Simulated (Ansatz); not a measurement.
Isolated molecules relaxed with PBE0-D4/def2-TZVP in Ansatz; ΔE leaves out vibrations. CBS: MP2 limit from def2 TZ/QZ plus the TZ coupled-cluster correction, frozen cores. This one scheme is used for every species. DFT in def2-TZVPP. B3LYP here is the variant with VWN-RPA as its local correlation; programs differ in this. Each species was taken in one conformer, which may not be the lowest.

Reaction (cleavage of the B–Si bond): `C[SiH2]BO` + CH₃OH → `COBO` + `C[SiH3]`

**Question.** Is it downhill or uphill in electronic energy at CCSD(T)/CBS, and by how much? (Best estimate.)

**Answer.** Computed: Downhill: ΔE = -1.74 eV.

**Question.** What do these levels give: B97M-V, B2PLYP, B3LYP, MP2/def2-SVP, CCSD/def2-SVP, CCSD/CBS(def2)? (Estimate.)

**Answer.** Computed: B97M-V -1.80, B2PLYP -1.82, B3LYP -1.80, MP2/def2-SVP -2.01, CCSD/def2-SVP -1.94, CCSD/CBS(def2) -1.75 eV.

Largest T1 diagnostic among the species: 0.013.

Leaving LDA and LC-ωPBE aside and taking each functional with its dispersion term where it has one, the values, not all of them listed here, spread over 0.23 eV, from BHLYP-D4 to revPBE-D4. LDA lies −0.13 eV from PBE without D4. From PBE to PBE0 (25 % exact exchange), in def2-TZVPP and without D4, ΔE moves by −0.05 eV. At CCSD(T), def2-SVP lies −0.20 eV from the extrapolated value and def2-TZVPP −0.03 eV.
